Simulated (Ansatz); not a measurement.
```yaml
crystal:
  periodic: [false, false, false]
  atoms:
    - {symbol: F, position_ang: [0.011989, -0.341778, 2.217962]}
    - {symbol: C, position_ang: [0.399880, 0.707652, 1.462265]}
    - {symbol: F, position_ang: [0.282289, 1.826487, 2.194243]}
    - {symbol: C, position_ang: [-0.525361, 0.810039, 0.240788]}
    - {symbol: F, position_ang: [-0.058522, 1.819123, -0.528391]}
    - {symbol: F, position_ang: [-1.756012, 1.165296, 0.674004]}
    - {symbol: C, position_ang: [-0.689724, -0.458185, -0.573739]}
    - {symbol: C, position_ang: [0.551837, -1.017765, -1.225869]}
    - {symbol: F, position_ang: [1.492762, -1.342361, -0.325168]}
    - {symbol: F, position_ang: [0.243240, -2.132722, -1.894783]}
    - {symbol: F, position_ang: [1.107608, -0.169263, -2.090493]}
    - {symbol: H, position_ang: [1.444339, 0.577123, 1.170078]}
    - {symbol: H, position_ang: [-1.410910, -0.240522, -1.363183]}
    - {symbol: H, position_ang: [-1.106214, -1.232323, 0.071088]}
basis:
  gaussian: {orbitals: def2-mTZVP, final_grid: {core_spheres: 20, valence_spheres: 16, degree: 47}}
hamiltonian: {xc: {name: HF}}
correlation: {method: mp2, frozen_orbitals: {F: 0}}
```

```sh
$ ansatz run in.yaml --threads 4 --pin off --events-out ev --progress --plain --max-ram 66560MiB --backend cpu
```

Q: How does Ansatz answer? (Estimate.)

A: Computed: The input was rejected before any iteration.
```
Functional definition: HF
Error: "frozen_orbitals" has no count for C
```
